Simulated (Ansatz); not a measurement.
# Worked example: C2H3ClO + SnH2Cl → C2H3O + SnH2Cl2

Species: C2H3ClO `CC(=O)Cl`, singlet; SnH2Cl `[Cl][SnH2]`, doublet; C2H3O (acetyl radical) `C[C]=O`, doublet; SnH2Cl2 `[Cl][SnH2][Cl]`, singlet. A radical takes Cl: the energy is the difference in strength between the C–Cl bond broken and the Sn–Cl bond made.

Shapes, held fixed at every level: PBE0-D4/def2-TZVP. Programs: Ansatz 0.2.0. The zero-point and thermal change to 298 K, harmonic and unscaled (PBE0-D4/def2-TZVP), is -1.5 kJ/mol.

At CCSD(T)/def2-TZVPP; 1 Eh = 2625.50 kJ/mol:

```
species   energy (Eh)
C2H3ClO   -612.737375
 SnH2Cl   -674.578304
  C2H3O   -152.940188
SnH2Cl2  -1134.386865
```

Task: Work out ΔH(298 K) of the reaction at this level.

Result: 
1. Products less reactants: (-152.940188) + (-1134.386865) − [(-612.737375) + (-674.578304)] = -0.011374 Eh = -29.9 kJ/mol.
2. With the thermal change: -29.9 + (-1.5) = -31.4 kJ/mol.

Other levels give -55.5 (HF/def2-SVP) to -18.1 kJ/mol (r2SCAN-D4/def2-TZVPP). No measured value is set beside it here. Open shells run unrestricted unless RO is named. For atoms past krypton def2 sets carry core potentials with scalar relativity. Correlated rows may include outer-core shells of Sn, which these sets cover unevenly.
